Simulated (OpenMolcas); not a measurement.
# V³⁺: the spin-orbit constant, Racah parameters, worked from levels

```yaml
Program: OpenMolcas 26.06
Basis: ANO-RCC-VTZP [6s5p3d2f1g]
Scalar_Hamiltonian: DKH2, point nucleus
Active_space: 2 electrons in 5 orbitals (3d)
State_averaging: 2S+1 = 3 even, 10 roots; 2S+1 = 1 even, 15 roots
Spin-orbit_coupling: state interaction with AMFI integrals over the reference wave functions, term energies averaged over their components
```

Methods: CASSCF; SS-CASPT2, IPEA 0.25 Eh, imaginary shift 0.1 Eh (closed shells correlated: 3s 3p). Measured levels: Sugar and Corliss, J. Phys. Chem. Ref. Data 7, 1191 (1978).

**The spin-orbit constant.** For the Hund term ³F of d2, E(J) = (A/2) J(J+1) + constant and ζ = 2S·A = 2A. From J = 2 to J = 4 the energy changes by 7 A.

| Source | E(4) - E(2) | A | ζ |
| --- | --- | --- | --- |
| CASSCF | 747.8 | 106.8 | 214 |
| SS-CASPT2 | 749.7 | 107.1 | 214 |
| measured | 734.7 | 105.0 | 210 |

All in cm-1. SS-CASPT2 is off by +2.0 % and CASSCF by +1.8 %. Both methods take the spin-orbit matrix elements from the reference wave functions, so the second can move ζ only through the term energies and any multistate remixing. Second-order mixing with other terms is absorbed into this ζ.

**Racah parameters.** Above ³F, d2 has ³P at 15B, ¹G at 12B + 2C and ¹D at 5B + 2C. The first two fix B and C, and the third tests them; where it misses by thousands of cm-1, two parameters do not describe the configuration (Trees and configuration-interaction terms are left out) and B and C hang on the terms chosen. Term energies are centres of gravity, weighted by 2J + 1.

| Source | ³P | ¹G | B | C | C/B | ¹D from B, C | ¹D found |
| --- | --- | --- | --- | --- | --- | --- | --- |
| CASSCF | 16282 | 20997 | 1085 | 3986 | 3.67 | 13397 | 13500 |
| SS-CASPT2 | 13671 | 18684 | 911 | 3874 | 4.25 | 12303 | 10399 |

Energies in cm-1. From CASSCF to SS-CASPT2, B changes by -16.0 % and C by -2.8 %.

Term energies are means over components that CASPT2 splits; among the terms shown or strongly mixed into the levels shown the widest spread is 690 cm-1 (3d² ¹G, SS-CASPT2). Without dynamic correlation excited terms often stand tens of per cent too high (terms of higher spin than the ground term too low), and those without a measured partner can miss by more than the paired ones (holds for CASSCF). Measured partners are found by configuration, term and J. A level has none where our copy of the source lacks it or the pairing is in doubt (some pairs that miss far off the trend of their configuration count as doubtful), and it then counts in no deviation. Levels of configurations outside the active space are missing.
